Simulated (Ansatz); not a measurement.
Reaction (redistribution): `CC(C)O[Si]Cl` + `C[CH](C)[AlH][Cl]` → `CC(C)[Si]Cl` + `CC(C)[O][AlH][Cl]`

Computed with Ansatz on PBE0-D4/def2-TZVP structures; ΔE is electronic, products minus reactants. CCSD(T)/CBS is the MP2 limit (def2-TZVPP, def2-QZVPP) plus CCSD(T) − MP2 in def2-TZVPP, frozen cores. Functionals use def2-TZVPP. HSE06 is defined as in plane-wave codes. Each species was taken in one conformer, which may not be the lowest.

```tsv
level	ΔE (kcal/mol)	difference from CCSD(T)/CBS
PBE-D4	4.2	1.6
BLYP-D4	4.1	1.5
r2SCANh-D4	3.2	0.6
HSE06-D4	3.5	0.9
ωB97X-V	3.5	0.9
PBE-QIDH	2.8	0.2
r2SCAN	3.4	0.8
HSE06	3.7	1.1
LC-ωPBE	3.3	0.7
HF/def2-SVP	0.6	-2.0
CCSD/def2-SVP	0.2	-2.4
CCSD(T)/def2-SVP	0.5	-2.1
MP2/def2-TZVPP	2.6	0.0
MP2/def2-QZVPP	2.6	0.0
SCS-MP2/def2-QZVPP	2.6	0.0
HF/CBS(def2)	2.6	0.0
CCSD(T)/CBS	2.6	0
```

Largest T1 diagnostic among the species: 0.013.

From PBE to PBE0 (25 % exact exchange), in def2-TZVPP and without D4, ΔE moves by −0.8 kcal/mol. At CCSD(T), def2-SVP lies −2.1 kcal/mol from the extrapolated value and def2-TZVPP −0.1 kcal/mol.

CCSD(T)/CBS has its own doubt, a few kJ/mol and more with outer-core shells, so smaller differences from it don't rank the levels.
